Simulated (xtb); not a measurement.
xtb input:

```bash
xtb mol.xyz --gfn 2 --ohess tight --chrg 1 --uhf 0
```
mol.xyz:
```
3

La     0.05436923     0.02409151     0.03244107
Cl    -0.20209675     1.95409567    -1.76614708
Cl     0.10216025    -1.94466798     1.82466033
```

Task: What final total energy does it print?

Result: -9.94587 Eh (GFN2-xTB).

The spin state was set by rule; other spins were not relaxed.
